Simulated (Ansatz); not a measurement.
Molecule: CH₂BF₃O₂, net charge 0, singlet state. SMILES: OB(O)C(F)(F)F
Coordinates optimised at B3LYP-D3(BJ)/def2-TZVP (Ansatz, a program for electronic structure):
```xyz
9

O     -1.1700     1.4440    -0.7618
B     -0.9302     0.3113    -0.0721
O     -1.9169    -0.4040     0.5180
C      0.6099    -0.1762     0.0295
F      0.7095    -1.3318     0.7528
F      1.4023     0.7288     0.6424
F      1.1549    -0.4325    -1.1788
H     -2.1014     1.6924    -0.7937
H     -1.6116    -1.1929     0.9796
```

Property: atomisation energy (electronic, to ground-state atoms), in kJ/mol. Cores are frozen in the correlated levels unless marked. UHF or UKS for open shells. Spin-orbit coupling is left out. Non-relativistic. The coupled-cluster limit lacks core correlation, which all-electron functionals hold. CBS(X,Y): correlation extrapolated as X^-3; Hartree-Fock from the larger set.

```
level                                 program  atomisation energy (kJ/mol)
------------------------------------  -------  ---------------------------
SCS-MP2/aug-cc-pVTZ                    Ansatz                       3876.4
CCSD/cc-pVDZ                           Ansatz                          ___
CCSD/cc-pVQZ                           Ansatz                       3748.1
CCSD(T)/CBS(aug-cc-pVTZ,aug-cc-pVQZ)   Ansatz                          ___
```

### Question
What belongs in the gaps?

### Answer

- CCSD/cc-pVDZ, atomisation energy (kJ/mol): 3485.4
- CCSD(T)/CBS(aug-cc-pVTZ,aug-cc-pVQZ), atomisation energy (kJ/mol): 3887.0
